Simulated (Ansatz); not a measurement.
The Ge1–Cl3 bond of ClGeH (SMILES [Cl][GeH]) is stretched (multiplicity 1, the rest rigid).
Geometry at rest (charge 0, multiplicity 1):
```xyz
3

Ge     0.5286    -0.1625     0.5049
H      1.6204    -0.3833    -0.6516
Cl    -1.0904     0.3284    -0.9121
```

Frozen-core correlation. Filled d and f shells under p-block atoms count as core.

Codes used: Ansatz (a quantum-chemistry and plane-wave program). Each number belongs to the level named beside it.

FIC-MRCISD+Q on CASSCF(6,4)/def2-TZVPP, total energies (hartree):

```csv
R (Å),CASSCF,MRCISD,weight c² of the reference
2.207,-2535.488907,-2535.766559,0.89113
3.862,-2535.376890,-2535.642659,0.89090
7.062,-2535.361196,-2535.622469,0.89224
```

**Question.** Add the Davidson correction (E_MRCISD − E_CASSCF)(1 − c²)/c² and give the energies above the first point at the three levels.

**Answer.** 
Corrections (hartree): -0.033920, -0.032546, -0.031556. Above the first point (kcal/mol):
- R = 3.862 Å: CASSCF 70.3, MRCISD 77.7, with the correction 78.6
- R = 7.062 Å: CASSCF 80.1, MRCISD 90.4, with the correction 91.9

Doubts at one or more of the structures used: active orbitals that take no part (FIC-MRCISD+Q on CASSCF(6,4)/def2-TZVPP).
